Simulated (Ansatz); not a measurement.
A search over several starts for the lowest SCF solution of the cluster W2N2⁺ at the given spin, in a small basis.

```yaml
crystal:
  periodic: [false, false, false]
  atoms:
    - {symbol: W, position_ang: [-1.261103, -0.027173, -0.117672]}
    - {symbol: W, position_ang: [-0.901862, -2.017390, -0.584309]}
    - {symbol: N, position_ang: [0.559717, 0.826137, 0.256032]}
    - {symbol: N, position_ang: [1.603258, 1.218426, 0.445958]}
basis:
  gaussian: {orbitals: def2-SVP}
total_charge: 1
magnetization: {spin_polarized: true, initial_magnetization: 1}
hamiltonian: {xc: pbe0, dispersion: d4}
output: {orbitals: {seedname: orbitals}}
```

```sh
$ ansatz run in.yaml --threads 2 --pin off --events-out ev --progress --plain --max-ram 4352MiB
```

Output, abridged:

```
Functional definition: PBE0
918 factors; integrals over basis functions are off by at most 9.7e-4 eV
mean field evaluation 1: about -6590.5883 eV, gradient 6.6e1 eV
mean field evaluation 2: about -5985.3463 eV, gradient 2.5e2 eV
mean field evaluation 4: about -6591.3578 eV, gradient 7.3e1 eV
mean field evaluation 8: about -6613.1803 eV, gradient 2.9e0 eV
mean field evaluation 16: about -6613.7350 eV, gradient 1.4e0 eV
mean field evaluation 32: about -6560.7842 eV, gradient 7.7e2 eV
mean field evaluation 64: about -6561.5078 eV, gradient 6.3e2 eV
mean field evaluation 96: about -6613.5886 eV, gradient 1.2e-4 eV
mean field evaluation 128: about -6613.8761 eV, gradient 3.8e-5 eV
mean field evaluation 160: about -6613.8761 eV, gradient 5.3e-5 eV
mean field evaluation 192: about -6613.6831 eV, gradient 7.1e-1 eV
mean field evaluation 224: about -6613.5857 eV, gradient 2.0e-1 eV
mean field evaluation 256: about -6608.3620 eV, gradient 1.0e1 eV
mean field evaluation 288: about -6613.5252 eV, gradient 3.1e0 eV
mean field -6613.87610632 eV, -243.0554638609 hartree, gradient 2.0e-5 eV, S^2 2.001420; 14 other end points of the search recorded, 0 dependent functions left out
reference -6613.87613897 eV, -243.0554650610 hartree; 21, 20 occupied and 71, 72 virtual orbitals, 918 factors
Total energy: -6613.98124499 eV, -243.0593276358 hartree
```

Run time 34 s (2 threads of Arm Neoverse V1 on a shared host).

Other converged states that the search met: 0.29 eV higher (⟨S²⟩ = 1.81).

In the def2 sets W takes a core potential; there is no spin–orbit coupling. The charge 1 doublet is spin-contaminated (final ⟨S²⟩ up to 2.00, 0.75 for a pure state). The structure comes from a short search, and lower isomers may exist.
